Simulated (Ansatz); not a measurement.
C$_{3}$H$_{3}$FZn (`[F][Zn][C]1=CC1`) at its PBE0-D4/def2-TZVP geometry, where that method's forces vanish. Charge 0, multiplicity 1.

```xyz
8

F    -1.3369    1.6156    3.2072
Zn   -0.7037    0.8090    1.7936
C    -0.0327   -0.0362    0.2712
C     0.5432   -1.0478   -0.3028
C     0.2036    0.0464   -1.2362
H     0.9817   -2.0273   -0.2041
H    -0.6437   -0.0601   -1.9132
H     0.9884    0.7004   -1.6157
```

**Question.** What forces (eV/Å) does B3LYP-D4/def2-TZVPP give on these atoms in Ansatz 0.2.0? (Best estimate.)

**Answer.** Ansatz gave: 
```
F1  -0.071  0.092  0.154
Zn2  0.024 -0.034 -0.043
C3   0.042 -0.111  0.053
C4   0.047 -0.153  0.135
C5  -0.010  0.149 -0.326
H6  -0.032  0.069 -0.004
H7   0.058  0.020  0.026
H8  -0.057 -0.033  0.005
```

B3LYP here is the variant with VWN-RPA as its local correlation; programs differ in this.
